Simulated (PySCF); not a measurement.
Compound: C₃H₉BO.
Z-matrix (Å and degrees, PBE0-D3(BJ)/def2-SVP geometry), rows numbered from 1:
```
C 
B   1  1.5653
O   2  1.3472  1  119.77
C   3  1.4115  2  123.16  1   178.40
C   4  1.5117  3  110.76  2  -112.12
H   1  1.1023  2  111.07  3   130.69
H   1  1.0997  2  113.16  3     7.28
H   1  1.1047  2  109.08  3  -113.38
H   2  1.2208  1  121.89  3   179.33
H   4  1.1046  3  109.90  2    10.62
H   4  1.1027  3  107.37  2   127.43
H   5  1.1005  4  110.45  3  -177.51
H   5  1.1001  4  110.72  3   -57.48
H   5  1.1007  4  110.84  3    62.57
```

The calculation used TDDFT CAM-B3LYP/def2-SVPD, vertical, gas phase, core orbitals frozen in the response in PySCF.

Kohn–Sham orbitals with the atoms that hold most of them (Löwdin shares over 4%, at most four atoms; ? is withheld):

| orbital | ε (eV) | atoms |
| --- | --- | --- |
| HOMO-3 | -11.76 | C1 34%, B2 11%, H7 11%, H6 10% |
| HOMO-2 | -10.90 | C4 22%, O3 16%, C5 14%, H10 13% |
| HOMO-1 | -10.40 | ? |
| HOMO | -9.79 | ? |
| LUMO | ? | B2 44%, O3 13%, C1 8%, H9 7% |
| LUMO+1 | 1.26 | B2 40%, O3 14%, H9 9%, C1 8% |
| LUMO+2 | 1.76 | C5 17%, B2 12%, H12 11%, C4 10% |

Problem. Give the leading atoms of the HOMO.

Solution. O3 (bonded to B and C) 30%; B2 (bonded to C, O and H) 24%; C1 (bonded to B and 3 H) 17%; H9 (bonded to B) 17%.

Problem. Give the leading atoms of the HOMO-1.

Solution. O3 (bonded to B and C) 44%; C4 (bonded to C, O and 2 H) 16%; C5 (bonded to C and 3 H) 12%; H11 (bonded to C) 8%. By element: oxygen 44%, carbon 28% or more, hydrogen 8% or more.

Problem. What is the LUMO energy, and the HOMO–LUMO gap?

Solution. ε(LUMO) = 1.17 eV; the gap is 10.96 eV (0.4026 hartree).

Problem. The HOMO–LUMO gap is 10.96 eV. Where does the response calculation put the lowest singlet, and from which orbitals?

Solution. S1 is at 6.72 eV (f = 0.0028), 4.23 eV below the gap, made of HOMO→LUMO+1 (49%), HOMO→LUMO (43%). Its leading pair isn't HOMO and LUMO; the energies of that pair differ by 11.04 eV. 

Next come S2 at 8.22 eV (f 0.0061), HOMO→LUMO (49%), HOMO→LUMO+1 (40%); S3 at 8.33 eV (f 0.057), HOMO-2→LUMO+1 (30%), HOMO-2→LUMO (22%), HOMO-1→LUMO (20%); S4 at 8.40 eV (f 0.165), HOMO-1→LUMO (39%), HOMO-1→LUMO+1 (21%), HOMO-2→LUMO (20%); S5 at 8.71 eV (f 0.0086), HOMO-1→LUMO+1 (42%), HOMO-1→LUMO (25%), HOMO→LUMO+2 (15%).

One conformer stands for the species.
